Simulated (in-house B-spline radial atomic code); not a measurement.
# RPA and G0W0 on r2SCAN: O V (O4+)

Configuration [He] 2s2, mean-field start r2SCAN. Computed with an all-electron radial atomic-structure program (B-spline basis): all electrons, scalar-relativistic (spin-free one-electron X2C), finite nucleus, each spin shell either full or empty, empty states to l = 9 with an (l + 1/2)⁻⁴ tail; G0W0 by contour deformation at full frequency.

Command:
```bash
python run_gw.py task.json out
```
Settings (radii: box in bohr, nucleus in fm):
```
Z                        8
electrons                4
configuration            [He] 2s2
hamiltonian              x2c
method                   r2scan
lmax                     9
rms_radius               2.6991
spin_polarised           False
box_radius               11.96
intervals                70
ion_configuration        [He] 2s1
```

Run time, properties included: 2.2 s on 1 thread of Arm Neoverse N1 (shared host).

Energies (hartree):

```
                                     term      value
                         mean-field total  -68.38719
Hartree-Fock functional on these orbitals  -68.30983
                      direct second order   -0.35816
                    second-order exchange    0.17598
                         SOSEX correction    0.12868
```

(1) What is the RPA correlation energy, and what remains with SOSEX?

Quasi-particle levels (eV):

```csv
level,occupied,mean field,Σx - vxc,Σc,QP weight,G0W0
2s,yes,-103.20,-8.20,?,?,?
1s,yes,-625.76,-43.88,6.84,0.886,-662.80
2p,no,-88.22,11.88,-1.66,0.965,-77.99
```

G0W0 = mean field + (Σx - vxc) + Σc, with Σc (partial-wave tail included) taken at the quasi-particle energy.

(2) Where does G0W0 put 2s?

(3) What does it cost to remove one electron (to [He] 2s1) by differences of total energies, each species on its own start (correlation terms add to the Hartree-Fock functional)?

## Answers

(1) RPA gives -0.26231 hartree (-1.78 eV per electron); RPA + SOSEX gives -0.13363, and the second-order doubles -0.18218 hartree (no singles). SOSEX takes back 49 % of the RPA value.

(2) At -113.95 eV, with Σc = -2.55 eV and a quasi-particle weight of 0.946. The tabulated removal energy is 113.899 eV (NIST, measured).

(3) r2SCAN 111.93 eV, Hartree-Fock functional 111.09 eV, + RPA 114.15 eV, + RPA + SOSEX 113.38 eV, + second order 114.64 eV. Tabulated: 113.899 eV (NIST, measured).
